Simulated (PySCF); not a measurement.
From one molecule to another.

First species: C8H17P.
InChI=1S/C8H17P/c1-5-7-9(6-2)8(3)4/h6,8H,2,5,7H2,1,3-4H3

Second species: C4H13NP2Si.
Cartesian coordinates in Å at the GFN2-xTB level; atoms count from 1:
```xyz
21
C4H13NP2Si angstrom
C      0.358   -2.070    0.213
N      0.210   -0.655   -0.038
C      1.465   -0.004   -0.212
C      1.692    1.419    0.182
C      2.322    0.318    0.981
Si    -1.241    0.191    0.311
P     -2.910   -1.313    0.119
P     -1.306    1.920   -1.138
H     -0.626   -2.531    0.286
H      0.904   -2.256    1.143
H      0.907   -2.538   -0.608
H      1.988   -0.353   -1.100
H      2.319    2.023   -0.455
H      0.885    1.967    0.642
H      3.388    0.165    0.915
H      1.906    0.117    1.956
H     -1.362    0.670    1.714
H     -2.834   -1.406   -1.258
H     -3.905   -0.358    0.054
H     -2.664    1.828   -1.390
H     -1.505    2.880   -0.161
```

Levels: PBE0/pcSseg-1 for dipole moment, HOMO energy, LUMO energy and HOMO–LUMO gap; GFN2-xTB for rotational constant A and rotational constant C. Geometries: GFN2-xTB. Each species is one conformer at its optimised geometry, gas phase, non-relativistic unless stated. Electronic properties by PySCF.

Dipoles, sizes and rotational constants follow the conformer. The torsions of the flexible species, by atom-mapped SMILES:
- `[CH2:1]=[CH:2][P:3]([CH2:4][CH2:5][CH3:6])[CH:7]([CH3:8])[CH3:9]`: C1–C2–P3–C4 -127°, C2–P3–C4–C5 71°, P3–C4–C5–C6 179°, C2–P3–C7–C8 -68°
- `[CH3:1][N:2]([CH:3]1[CH2:4][CH2:5]1)[SiH:6]([PH2:7])[PH2:8]`: C1–N2–C3–C4 -149°, C1–N2–Si6–P7 -29°, H–P7–Si6–N2 -71°, H–P7–Si6–N2 -164°, H–P8–Si6–N2 140°, H–P8–Si6–N2 -128°

Values for the first species:

```
Dipole moment         : 1.14 D
HOMO energy           : -6.63 eV
LUMO energy           : -0.14 eV
HOMO–LUMO gap         : 6.49 eV
Rotational constant A : 1.725 GHz
Rotational constant C : 0.627 GHz
```

(1) Estimate the same properties for the second species, and the change in each.

Results:

(1) 
```
             property      first     second  second less first
        dipole moment     1.14 D     0.72 D            -0.42 D
          HOMO energy   -6.63 eV   -6.35 eV           +0.28 eV
          LUMO energy   -0.14 eV    0.11 eV           +0.25 eV
        HOMO–LUMO gap    6.49 eV    6.46 eV           -0.03 eV
rotational constant A  1.725 GHz  1.489 GHz         -0.236 GHz
rotational constant C  0.627 GHz  0.617 GHz         -0.010 GHz
```

On the first: The dipole matches unit charges of opposite sign 0.24 Å apart (1 e·Å = 4.8032 D).

On the second: A dipole of 0.72 D is allowed in C1, and pure rotational transitions are dipole-allowed. The dipole matches unit charges of opposite sign 0.15 Å apart (1 e·Å = 4.8032 D).
